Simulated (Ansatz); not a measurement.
SnEtH3 (C2H8Sn). The state is a singlet with charge 0. Geometry PBE0-D4/def2-SVP; atoms count from 1.

```xyz
11

Sn    1.473    0.072    0.677
C    -0.194    0.415   -0.658
C    -1.449   -0.359   -0.280
H     0.147    0.151   -1.672
H    -0.381    1.501   -0.665
H    -2.276   -0.157   -0.982
H    -1.278   -1.447   -0.287
H    -1.808   -0.093    0.727
H     1.823   -1.608    0.746
H     1.074    0.613    2.258
H     2.869    0.912    0.137
```

In the def2 sets Sn takes a core potential; there is no spin–orbit coupling.

Estimate the Mulliken populations from the PBE0/def2-TZVP orbitals of Ansatz.


```json
{"atom": "Sn1", "charge (e)": "0.37"}
{"atom": "C2", "charge (e)": "-0.44"}
{"atom": "C3", "charge (e)": "-0.38"}
{"atom": "H4", "charge (e)": "0.13"}
{"atom": "H5", "charge (e)": "0.13"}
{"atom": "H6", "charge (e)": "0.13"}
{"atom": "H7", "charge (e)": "0.13"}
{"atom": "H8", "charge (e)": "0.13"}
{"atom": "H9", "charge (e)": "-0.07"}
{"atom": "H10", "charge (e)": "-0.07"}
{"atom": "H11", "charge (e)": "-0.06"}
```
Mulliken values and Mayer orders depend strongly on the basis.

And the Mayer bond orders between bonded heavy atoms (over 0.3)?

Sn1–C2 0.92 (2.16 Å); C2–C3 1.00 (1.52 Å).
